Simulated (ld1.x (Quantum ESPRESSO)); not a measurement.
# Before and after: ultrasoft potential for Mn

ld1.x (Quantum ESPRESSO) 7.5 input, shortened:

```
&input
   title='Mn', zed=25., rel=1, dft='PW91', iswitch=3,
   config='[Ar] 3d5 4s1 4p1'
 /
 &inputp
   pseudotype=3, tm=.true., lloc=-2, rcloc=1.45,
   nlcc=.false.,
   which_augfun='PSQ', rmatch_augfun_nc=.true.
 /
6
4S  1  0   1.00   0.00  2.40  2.95  0.0
4S  1  0   0.00   0.40  2.40  2.95  0.0
4P  2  1   1.00   0.00  2.05  2.45  0.0
4P  2  1   0.00   1.70  2.05  2.45  0.0
3D  3  2   5.00   0.00  1.55  1.75  0.0
3D  3  2   0.00  -0.10  1.55  1.75  0.0
 &test
   configts(1)='3d5 4s1 4p1'
 /
```

Change: waves 4p (bound): rcut 2.05, rcutus 3.46 bohr; 4p channel at 1.7 Ry: rcut 2.05, rcutus 3.46 bohr.

Cutoffs: the cutoffs (Ry, on a coarse ladder) from which the occupation-weighted sum of valence levels, in a spherical-Bessel basis at the reference potential, stays within 10 and 1 mRy of its value at 400 Ry; they do not see the model core or the augmentation charge, which bear on the density cutoff. Errors are all-electron minus pseudo energies relative to the spin-unpolarised reference configuration.

Question: How do hardness, ghosts and transferability respond?

Answer: The potential gets neither clearly harder nor softer (35 Ry and 55 Ry → 35 Ry and 55 Ry); of the 7 tests that both files solve, the error grows in 0 and shrinks in 6 by more than 15 % and 0.3 meV (median size 10.1 → 4.5 meV); neither file shows a bound ghost. That the errors move this way runs against the usual rule that smaller radii transfer better.

| quantity | base | changed |
| --- | --- | --- |
| cutoff, loose | 35 Ry | 35 Ry |
| cutoff, tight | 55 Ry | 55 Ry |
| bound ghosts | none | none |
| error for 3d5 4s2 4p0, meV [ΔE -3.88 eV] | -1.1 | +0.1 |
| error for 3d5 4s1 4p0, meV [ΔE 4.60 eV] | +2.5 | +1.7 |
| error for 3d5 4s0 4p0, meV [ΔE 20.24 eV] | +59 | +56 |
| error for 3d6 4s1 4p0, meV [ΔE -4.25 eV] | +12 | +4.5 |
| error for 3d4 4s2 4p0, meV [ΔE 9.39 eV] | -94 | -78 |
| error for 3d5.5 4s1.5 4p0, meV [ΔE -4.37 eV] | +10 | +6.0 |
| error for 3d5 4s0 4p2, meV [ΔE 4.09 eV] | -0.9 | +0.5 |
| lowest overlap eigenvalue by channel | s 0.31, p 0.58, d 1.00 | s 0.31, p 0.47, d 1.00 |
